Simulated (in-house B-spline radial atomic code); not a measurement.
Values are calculated unless marked as measured or tabulated.
## K in an electron gas of r_s = 3.3: phase shifts, screening and friction

A nucleus sits in a uniform electron gas with a rigid positive background. The Kohn-Sham equations are solved self-consistently in the spin-unpolarised LDA (PW92), non-relativistic, on B-splines with outgoing waves at the boundary and partial waves to l = 8. The model has no lattice, no bands and no magnetic solution. Atomic units; δ_l are the phase shifts at the Fermi level, counted so that each bound state adds π, and good to about 0.0005.

The density parameter is r_s = 3.3 bohr.

| l | δ_l (rad) |
| --- | --- |
| 0 | 9.1336 |
| 1 | 6.3290 |
| 2 | 0.3545 |
| 3 | -0.0036 |
| 4 | -0.0024 |
| 5 | 0.0000 |
| 6 | -0.0001 |
| 7 | 0.0000 |
| 8 | 0.0000 |

Bound levels below the band bottom (hartree): s -128.2, s -12.6, p -10.04, s -1.056, p -0.4717.

Problem. Check the Friedel sum rule, and say where the screening charge sits.

Solution. k_F = (9π/4)^(1/3)/r_s = 0.58156. The rule is Z = (2/π) Σ (2l + 1) δ_l. The terms are s 5.815, p 12.087, d 1.128, f -0.016 and -0.015 beyond, in all 19.000 against Z = 19. Bound states hold 6 s, 12 p, 0 d electrons, so the scattering states carry 1.00 in all; where a term is smaller than its bound count, the bound level has drawn weight out of the band.

Problem. Find the transport cross section and the electronic stopping of a 5 keV K ion (mass 39.1 u).

Solution. σ_tr = (4π/k_F²) Σ (l + 1) sin²(δ_l − δ_(l+1)). The terms for l = 0 to 3 are 0.1093, 0.1846, 0.3685, 0.0000, all together 0.6625, so σ_tr = 37.155 × 0.6625 = 24.615 bohr². With n = 3/(4π r_s³) = 0.006643, the friction coefficient is Q = n k_F σ_tr = 0.0951. For v well below v_F = 0.582, dE/dx = Q v; with 24801 eV per u at v = 1, v = √(5000/(24801 × 39.1)) = 0.0718, so dE/dx = 0.00683 hartree/bohr = 3.51 eV/nm. The largest term couples the d and f waves.
